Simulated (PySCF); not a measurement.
**Potential energy of CuC along the bond**

Set-up: Cu cc-pVDZ-PP with ECP10, C cc-pVDZ; scalar-relativistic core potentials (PySCF 2.14). Energies in eV from Cu (3d10 4s1) + C in their ground configurations at the same level. All curves are PBE0. state 1: ⁴Σ⁻ (quartet), unpaired electrons σ ↑, π ↑↑; state 2: ²Π (doublet), unpaired electrons π ↑, a second solution, started from another occupation; state 3: Ms = 0.5 determinant of mixed spin (⟨S²⟩ near 1.8), unpaired electrons σ ↓, π ↑↑, a second solution, started from another occupation; state 4: Ms = 0.5 determinant of mixed spin (⟨S²⟩ near 1.8), unpaired electrons σ ↑, π ↑↓, a mixture of terms (⟨Lz²⟩ = 2.0), a second solution, started from another occupation.

| R (Å) | state 1 | state 2 | state 3 | state 4 |
| --- | --- | --- | --- | --- |
| 1.536 | -1.739 | -1.503 | -1.046 | -1.058 |
| 1.607 | -2.144 | -1.953 | -1.452 | -1.448 |
| 1.679 | -2.363 | -2.204 | -1.676 | -1.654 |
| 1.732 | -2.439 | -2.297 | -1.758 | -1.723 |
| 1.786 | -2.459 | -2.330 | -1.786 | -1.738 |
| 1.840 | -2.437 | -2.316 | -1.775 | -1.712 |
| 1.911 | -2.361 | -2.245 | -1.716 | -1.635 |
| 2.000 | -2.216 | -2.100 | -1.600 | -1.494 |
| 2.107 | -2.004 | -1.880 | -1.430 | -1.293 |
| 2.250 | -1.701 | -1.559 | -1.193 | -1.014 |

Q: Put a parabola through the three lowest points of the state 1 curve and estimate Re, k and ωe (reduced mass 10.08 u; 1 eV/Å² = 0.16022 mdyn/Å; ωe = 1302.8·√(k/μ) cm⁻¹).

A: Through R = 1.732, 1.786, 1.84 Å the second-order coefficient is 7.20 eV/Å², so Re ≈ 1.785 Å, k ≈ 2.31 mdyn/Å and ωe ≈ 623 cm⁻¹. A polynomial fit of higher order to the unrounded PBE0 energies gives Re = 1.783 Å, k = 2.38 mdyn/Å, ωe = 633 cm⁻¹; anharmonicity and rounding make the difference.

The higher-order fit for each curve: state 1: Re = 1.783 Å, ωe = 633 cm⁻¹, De = 2.46 eV; state 2: Re = 1.794 Å, ωe = 643 cm⁻¹, minimum 2.33 eV below the ground-state fragments; state 3: Re = 1.795 Å, ωe = 593 cm⁻¹, minimum 1.79 eV below the ground-state fragments; state 4: Re = 1.776 Å, ωe = 627 cm⁻¹, minimum 1.74 eV below the ground-state fragments.

⟨S²⟩ of the unrestricted solution departs from its pure value on part of the curve, where spin states mix. The state is the lowest single determinant that the PBE0 search found; with open d or f shells the true ground state can be another one.
